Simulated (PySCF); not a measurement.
C8H6. Atoms are numbered in the order given.

```xyz
14

C      0.0000    -0.7286    -2.2078
C      0.0000    -1.1738    -0.9129
C      0.0000     0.0000    -0.0451
C      0.0000     0.0000     1.3103
C      0.0000     0.6646     2.5752
C      0.0000    -0.6646     2.5752
C      0.0000     1.1738    -0.9129
C      0.0000     0.7286    -2.2078
H      0.0000    -1.3533    -3.1020
H      0.0000    -2.2072    -0.5668
H      0.0000     1.5907     3.1463
H      0.0000    -1.5907     3.1463
H      0.0000     2.2072    -0.5668
H      0.0000     1.3533    -3.1020
```

Geometry: B3LYP-D3(BJ)/def2-SVP.

Level of theory: B3LYP/pcSseg-1 (PySCF).

GIAO shieldings, no solvent; atoms alike by connectivity are averaged. δ = σ(ref) − σ: ¹³C against TMS (σ = 181.3 ppm); ¹H against TMS (σ = 31.68 ppm), references at their B3LYP-D3(BJ)/def2-TZVP geometries, non-relativistic.

### Question
Estimate the chemical shifts. (The exact figures need the calculation; the answer reports its results.)

### Answer

```csv
nucleus,atoms,count,δ (ppm)
¹³C,"C5, C6",2,148.9
¹³C,"C1, C8",2,135.2
¹³C,C4,1,132.4
¹³C,"C2, C7",2,128.0
¹³C,C3,1,114.5
¹H,"H11, H12",2,8.82
¹H,"H10, H13",2,6.73
¹H,"H9, H14",2,6.72
```
